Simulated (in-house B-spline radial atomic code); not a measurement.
Mo⁺. Computed with a B-spline radial atomic code. Model: non-relativistic spherical atom: semilocal Troullier-Martins pseudo-atom, one channel per l, against all electrons, high spin, G0W0 and RPA with empty states to l = 8, local potential for every l without a channel, a model core (radius 0 = none) keeps its share of the functional.

Without relativity these are model numbers for so heavy an element.

What the tables leave out is listed at the end.

The pseudopotential gives back the lowest level of each angular momentum of its own functional in the configuration it was made in; a second state of the same l is only approximately right. Exact exchange, RPA and GW see the smooth pseudo-orbitals and miss the exchange with the core, for which the functional's share stands in. The column with an uncorrelated core keeps all orbitals and exact exchange, and so separates missing core correlation from pseudisation. Only the three outermost levels and the lowest empty one were computed. RPA here is direct RPA, with no exchange kernel, and its energies carry an (l + 1/2)⁻⁴ tail. A hybrid on a potential with a model core restores only its own semilocal share of the core's exchange.

Command:
```bash
python run_psgw.py task.json out
```
Settings (lengths in bohr, energies in hartree):
```
Z                      42
electrons              41
configuration          [Kr] 4d5
generated_in           [Kr] 4d5 5s1
functional             lda,vwn
core_shells            7
radius_factor          0.8
core_correction        False
```

Cost of the run: 20 s on 1 thread of Intel(R) Xeon(R) 6975P-C (Granite Rapids), on a shared host.

Given: made with LDA VWN5; model core radius 0 bohr; local radius 1.09 bohr; mean-field start LDA VWN5.

Valence shells of the generating configuration: 4p, 4d, 5s.

Channel: s 2.418, p 0.856, d 1.096 (radii in bohr).

Computed: largest level miss in the spin-unpolarised generating configuration 0.001 eV; valence RPA correlation energy all-electron orbitals -0.57096 hartree; all-electron RPA polarisability, core included 16.9 bohr³; pseudo-atom RPA polarisability 16.833 bohr³.

| level | occupied | mean-field all-electron (eV) | mean-field pseudo minus all (eV) | G0W0 all-electron (eV) | G0W0 uncorrelated core minus all (eV) | G0W0 pseudo minus all (eV) | exchange self-energy all-electron (eV) | exchange self-energy pseudo (eV) |
| --- | --- | --- | --- | --- | --- | --- | --- | --- |
| 4d up | 1 | -11.707 | -0.037 | -16.441 | 0.093 | 0.111 | -25.663 | -21.829 |
| 5s up (empty) | 0 | -10.168 | -0.021 | -7.2122 | 0.018 | -0.908 | -3.8976 | -4.4406 |

Problem. What is the valence RPA correlation energy pseudo?

Solution. -0.75336 hartree.

Given: mean-field start PBE0.

Computed: valence RPA correlation energy all-electron orbitals -0.53312 hartree; valence RPA correlation energy pseudo -0.71248 hartree; pseudo-atom RPA polarisability 13.742 bohr³.

| level | occupied | mean-field all-electron (eV) | mean-field pseudo minus all (eV) | G0W0 all-electron (eV) | G0W0 uncorrelated core minus all (eV) | G0W0 pseudo minus all (eV) | exchange self-energy all-electron (eV) | exchange self-energy pseudo (eV) |
| --- | --- | --- | --- | --- | --- | --- | --- | --- |
| 4d up | 1 | -12.981 | -0.016 | -16.423 | 0.091 | 0.478 | -25.965 | -22.138 |
| 5s up (empty) | 0 | -8.8225 | -0.469 | -6.9736 | 0.018 | -0.948 | -3.439 | -4.5009 |

Problem. What is the all-electron RPA polarisability, core included?

Solution. 13.709 bohr³.

Given: mean-field start Hartree-Fock.

Computed: valence RPA correlation energy all-electron orbitals -0.45397 hartree; valence RPA correlation energy pseudo -0.62126 hartree; pseudo-atom RPA polarisability 9.7549 bohr³.

```tsv
level	occupied	mean-field all-electron (eV)	mean-field pseudo minus all (eV)	G0W0 all-electron (eV)	G0W0 uncorrelated core minus all (eV)	G0W0 pseudo minus all (eV)	exchange self-energy all-electron (eV)	exchange self-energy pseudo (eV)
4d up	1	-16.646	0.145	-16.914	0.107	0.157	-26.138	-22.295
4p down	1	-49.558	3.033	-49.04	-0.213	1.952	-34.584	-23.645
5s up (empty)	0	-5.7138	-1.506	-6.5813	0.014	-1.173	-2.4032	-4.902
```

Problem. What is the all-electron RPA polarisability, core included?

Solution. 9.4355 bohr³.

Among the listed levels the largest G0W0 shift of the pseudo-atom is +1.95 eV, for 4p down on the Hartree-Fock start, while leaving the core uncorrelated moves that level by -0.21 eV. So pseudisation and the lost core exchange, not the missing core correlation, make the error. Not in the tables (levels of low weight, unsolved or above zero; the highest and the empty levels are kept at any weight): on LDA the G0W0 levels 4p down (pseudo minus all +1.42 eV, weights 0.71 and 0.72), 4p up (pseudo minus all +3.19 eV, weights 0.13 and 0.12); on PBE0 the G0W0 levels 4p down (pseudo minus all +2.05 eV, weights 0.71 and 0.80), 4p up (pseudo minus all +1.32 eV, weights 0.43 and 0.41); on Hartree-Fock the G0W0 levels 4p up (pseudo minus all +1.49 eV, weights 0.40 and 0.58).
